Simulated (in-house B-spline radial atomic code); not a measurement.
# Tc⁷⁺: [Ar] 3d10 4s2 4p6

Level of theory: Dirac-Kohn-Sham B97-1, spherical fractional occupations, exact exchange averaged over the configuration, Fermi nucleus of rms radius 4.41117 fm; calculated with a B-spline radial code for spherical atoms.

Z_r = [3n² - l(l+1)]/(2<r>); Z_e = n√(-2ε); the last column is Slater's effective charge. Values are occupation-weighted means over j. An effective charge above Z reflects the relativistic contraction of the inner shells.

```tsv
shell	electrons	ε (eV)	<r> (bohr)	Z_r	Z_e	Slater
1s	2	-21030	0.03428	43.76	39.32	42.70
2s	2	-3110	0.1492	40.22	30.24	38.85
2p	6	-2795.1	0.1302	38.39	28.67	38.85
3s	2	-636.12	0.4141	32.60	20.51	31.75
3p	6	-531.96	0.4148	30.13	18.76	31.75
3d	10	-362.86	0.3972	26.43	15.49	21.85
4s	2	-175.87	1.013	23.69	14.38	15.25
4p	6	-144.59	1.089	21.13	13.04	15.25
```

The least bound orbital is 4p3/2 at -143.4 eV, and it is also the most diffuse (<r> = 1.096 bohr).

Spin-orbit splittings of the orbital energies (j = l + 1/2 above j = l - 1/2 when positive): 2p 118.3 eV, 3p 20.04 eV, 3d 3.857 eV, 4p 3.5 eV.

For the 1s electron the small component carries 2.46 % of the norm, the zero-frequency Breit interaction raises the level by 41.78 eV, self-energy by 22.93 eV, and vacuum polarisation lowers it by 2.694 eV.

The density falls to 0.001 bohr⁻³ at 2.449 bohr; Σ<r²> = 14.017 bohr² gives, by the non-relativistic formula and without the paramagnetism of open shells, a Langevin diamagnetic susceptibility of -11.1×10⁻⁶ cm³/mol.
